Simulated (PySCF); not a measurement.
# Dipole response of O⁻ (oxygen, charge -1)

[He] 2s2 2p5, 2P determinant. All numbers are calculated (PySCF 2.14, no relativity, point nucleus, in aug-cc-pV5Z (7s6p5d4f3g2h, 127 functions)). Coupled (time-dependent) response in atomic units; α is the mean over directions.

```
method  mean α (bohr³)         α xx, yy, zz  C₆ (like pair)  S(−4)
   UHF           15.20  10.72, 17.44, 17.44           71.78  164.0
```

S(−4) is the Cauchy moment in α(ω) = α(0) + S(−4) ω² + …

α(iu) at UHF:

```csv
u (hartree),α(iu) (bohr³)
0,15.20
0.0500,14.81
0.100,13.84
0.200,11.43
0.300,9.328
0.500,6.371
0.750,4.212
1.00,2.976
1.50,1.716
2.00,1.120
3.00,0.5875
5.00,0.2453
```

A single London oscillator, α(iu) = α/(1 + u²/ω²), gives C₆ = (3/4) ω α². Matching the computed C₆ needs ω = 4 × 71.78 / (3 × 15.20²) = 0.414 hartree.

For an ion, C₆ is the dispersion term alone; charge-induced terms of lower order in 1/R come first.

The components differ because the open shell of this determinant is not spherical; for a pure term their mean is the scalar polarisability.
